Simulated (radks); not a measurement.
Bi3+, 80 electrons, occupied as [Hg]. Calculated with a radial shooting solver on a logarithmic mesh with Libxc functionals: scalar-relativistic Kohn-Sham, PBEsol, spin-polarised, spherical densities, point nucleus.

Local quantities along the radius. ELF = 1/(1 + alpha^2) is the electron localisation function; alpha = (tau - tau_W)/tau_unif compares the Pauli kinetic energy density with that of the uniform gas (summed over spins); -r V(r) is the screened charge that the Kohn-Sham potential of spin up presents (atomic units). tau is taken from the large components.

r (bohr),ELF,alpha,-r V(r)
0.001463,0.999,0.02546,82.22
0.001966,0.999,0.02972,81.94
0.002644,0.999,0.03655,81.56
0.003526,0.998,0.04762,81.07
0.004741,0.995,0.06789,80.42
0.006374,0.989,0.1075,79.56
0.00857,0.964,0.1930,78.44
0.01143,0.871,0.3845,77.06
0.01537,0.600,0.8159,75.27
0.02066,0.351,1.359,73.01
0.02756,0.398,1.229,70.32
0.03705,0.649,0.7360,66.98
0.04981,0.739,0.5949,62.95
0.06697,0.532,0.9384,58.19
0.08932,0.351,1.359,52.89
0.1201,0.604,0.8091,46.89
0.1615,0.688,0.6730,40.41
0.2171,0.326,1.438,33.62
0.2895,0.484,1.033,27.08
0.3893,0.717,0.6276,20.72
0.5233,0.477,1.048,15.37
0.7036,0.353,1.353,11.18
0.9385,0.650,0.7341,8.099
1.262,0.586,0.8404,5.860
1.696,0.412,1.196,4.564
2.263,0.355,1.348,3.913
3.042,0.284,1.588,3.511
4.09,0.113,2.799,3.340
5.499,0.010,9.916,3.122

On this mesh the ELF has minima near r = 0.024, 0.089, 0.25, 0.60 bohr, which separate the shells, and maxima near 0.050 (0.74), 0.14 (0.71), 0.39 (0.72), 1.1 (0.66).

Self-consistent cycle (total energy in hartree, residual of the potential): 1: -21493.62590, 2e+01; 2: -21517.80795, 1e+01; 3: -21523.45199, 1e+00; 4: -21523.27537, 1e+00; 5: -21523.35108, 3e-02; 6: -21523.35739, 1e-02; 7: -21523.35743, 8e-03; 8: -21523.35748, 2e-03; 9: -21523.35748, 4e-05; 10: -21523.35748, 3e-05; 11: -21523.35748, 7e-06; 12: -21523.35748, 7e-07; 13: -21523.35748, 9e-09.
